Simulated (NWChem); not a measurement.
NiF$_{2}$, triplet; SMILES [F][Ni][F]

Program: NWChem. Spin-unrestricted. The spin multiplicity was typed, not searched, and may not be the lowest. No stability test was run on the SCF state. Each level has its own optimisation; frequencies are unscaled.

For level B3LYP/3-21G:

```yaml
r F–Ni (Å): 1.666
highest harmonic frequency (cm⁻¹): 908
lowest (cm⁻¹): 100
```

Task: What are these values for level PBE-D3(BJ)/def2-SVP?

Result: The r F–Ni (Å) is 1.705, the highest harmonic frequency (cm⁻¹) is 800 and the lowest (cm⁻¹) is 125.
